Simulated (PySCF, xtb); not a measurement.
hydrogen selenide (H2Se), SMILES [SeH2].

xtb with GFN2-xTB at its own geometry gives an orbital gap of 4.37 eV and a dipole moment of 1.50 D.

The structure is a stationary point at ωB97X-D3(BJ)/def2-TZVPD.

### Question
What does CAM-B3LYP/def2-TZVPD in PySCF give? (Estimate from the structure and the level; the computed values follow.)

### Answer
gap 8.95 eV (levels -8.47 and 0.48 eV), dipole 0.72 D.
